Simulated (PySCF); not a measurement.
**`C=C[P@@](=O)(CC#N)CCC`: 4 charge schemes on one density**

C7H12NOP.
Structure used (GFN2-xTB), in Å, numbered top down from 1:
```xyz
22
C7H12NOP angstrom
C     -2.7699    2.0647    0.0746
C     -2.1755    0.9523   -0.3205
P     -0.6505    0.4361    0.5141
O     -0.2211    1.2974    1.6196
C     -1.0402   -1.2871    1.1102
C     -1.3462   -2.1590    0.0227
N     -1.5814   -2.8327   -0.8715
C      0.5914    0.2160   -0.8239
C      1.9244   -0.2259   -0.2308
C      3.0299   -0.2288   -1.2786
H     -3.6781    2.4376   -0.3710
H     -2.3395    2.6410    0.8793
H     -2.5521    0.3297   -1.1190
H     -1.8887   -1.2064    1.7960
H     -0.1691   -1.6447    1.6667
H      0.2271   -0.4981   -1.5639
H      0.6987    1.1938   -1.3037
H      2.1860    0.4534    0.5845
H      1.8247   -1.2306    0.1881
H      2.7863   -0.9135   -2.0884
H      3.9714   -0.5423   -0.8350
H      3.1620    0.7665   -1.6966
```

Density: PBE0/pcSseg-1 (PySCF); schemes: Mulliken, IAO, Hirshfeld and ESP-fitted. Geometry: GFN2-xTB, one conformer, isolated molecule.

Question: Atoms with like bonding are taken together and averaged. At which atom do the 4 schemes differ most?

Answer: At P3: from +0.444 (Hirshfeld) to +1.532 e (IAO), 1.088 e apart.

Question: Do the Mulliken, IAO, Hirshfeld and ESP-fitted schemes agree on where the charge is highest?

Answer: All schemes agree: Mulliken P3 (+0.894); IAO P3 (+1.532); Hirshfeld P3 (+0.444); ESP-fitted P3 (+0.966).

Question: Do the Mulliken, IAO, Hirshfeld and ESP-fitted schemes agree on where the charge is lowest?

Answer: The schemes don't all agree: Mulliken O4 (-0.595); IAO O4 (-0.917); Hirshfeld O4 (-0.387); ESP-fitted C5 (-0.718).

Question: Tabulate the Mulliken, IAO, Hirshfeld and ESP-fitted charges.

Answer: In e; atoms taken as equivalent share a row and are averaged (×n: the atom named and its like, n in all):

| atom | environment | Mulliken | IAO | Hirshfeld | ESP-fitted |
| --- | --- | --- | --- | --- | --- |
| C1 | terminal =CH2 carbon | -0.097 | -0.257 | -0.060 | -0.246 |
| C2 | alkene CH carbon | -0.443 | -0.435 | -0.100 | -0.385 |
| P3 | phosphoryl phosphorus | +0.894 | +1.532 | +0.444 | +0.966 |
| O4 | phosphoryl oxygen | -0.595 | -0.917 | -0.387 | -0.633 |
| C5 | sp3 carbon bound to phosphorus | -0.378 | -0.554 | -0.089 | -0.718 |
| C6 | nitrile carbon | +0.047 | +0.133 | +0.083 | +0.521 |
| N7 | nitrile nitrogen | -0.247 | -0.253 | -0.225 | -0.509 |
| C8 | sp3 carbon bound to phosphorus | -0.446 | -0.512 | -0.110 | -0.443 |
| C9 | chain CH2 carbon | -0.304 | -0.248 | -0.064 | +0.385 |
| C10 | methyl carbon | -0.243 | -0.414 | -0.113 | -0.419 |
| H11 | vinylic hydrogen | +0.134 | +0.163 | +0.061 | +0.172 |
| H12 | vinylic hydrogen | +0.149 | +0.172 | +0.054 | +0.169 |
| H13 | vinylic hydrogen | +0.155 | +0.168 | +0.051 | +0.188 |
| H14 | methylene hydrogen | +0.208 | +0.203 | +0.077 | +0.257 |
| H15 | methylene hydrogen | +0.206 | +0.199 | +0.076 | +0.233 |
| H16 | methylene hydrogen | +0.169 | +0.159 | +0.043 | +0.118 |
| H17 | methylene hydrogen | +0.166 | +0.160 | +0.052 | +0.128 |
| H18 | methylene hydrogen | +0.150 | +0.150 | +0.041 | -0.041 |
| H19 | methylene hydrogen | +0.127 | +0.128 | +0.036 | -0.046 |
| H20/H21/H22 | methyl hydrogen | +0.116 | +0.142 | +0.043 | +0.101 |

Mean size of the charges over all atoms: IAO 0.326 e, ESP-fitted 0.313 e, Mulliken 0.250 e, Hirshfeld 0.104 e. Each set sums to the total charge, 0, to within 0.001 e. The ESP scheme is a least-squares fit of atom-centred charges to the potential on four shells outside the van der Waals surface, with the total charge fixed.

Question: Sum the charges by element, for elements with more than one atom.

Answer: 
```json
{"element": "C", "atoms": "7", "Mulliken": "-1.863", "IAO": "-2.287", "Hirshfeld": "-0.453", "ESP-fitted": "-1.305"}
{"element": "H", "atoms": "12", "Mulliken": "+1.812", "IAO": "+1.926", "Hirshfeld": "+0.620", "ESP-fitted": "+1.481"}
```

Question: How many electrons does the IAO scheme count on O4?

Answer: Z − q = 8 − (-0.917) = 8.917.

The run behind these numbers computed NMR shieldings as well. The run took 56 s of wall time on an Arm Neoverse V2 with one thread, shared host with 96 logical CPUs at a one-minute load of 39, and the process peaked at 1.1 GiB of memory.
